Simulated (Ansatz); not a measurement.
Basis-set extrapolation for `F[C@H]1B[C@@H]1F` (PBE0-D4/def2-TZVP geometry, frozen core, the Gaussian-basis code of Ansatz). Multiplicity 1, RHF reference.

```
                      def2-TZVPP   def2-QZVPP
                 HF  -301.065608  -301.078782
    MP2 correlation    -0.909071    -0.985077
CCSD(T) correlation    -0.966928      not run
```

Energies in hartree. Use E(X) = E(∞) + A·exp(−7.88·√X) for Hartree–Fock and E(X) = E(∞) + B·X^(−2.97) for correlation, with X = 3 and 4, and add CCSD(T) minus MP2 of the smaller set to the MP2 limit.

Task: What is the CCSD(T) energy at the basis-set limit?

Result: HF limit: -301.078782 + (-0.013174) × 0.13774 = -301.08060. MP2 limit: -0.985077 + (-0.076006) × 0.74074 = -1.04138. Higher-order term: -0.966928 − (-0.909071) = -0.05786. Total: -302.17984 hartree, 386.7 kJ/mol below CCSD(T)/def2-TZVPP.
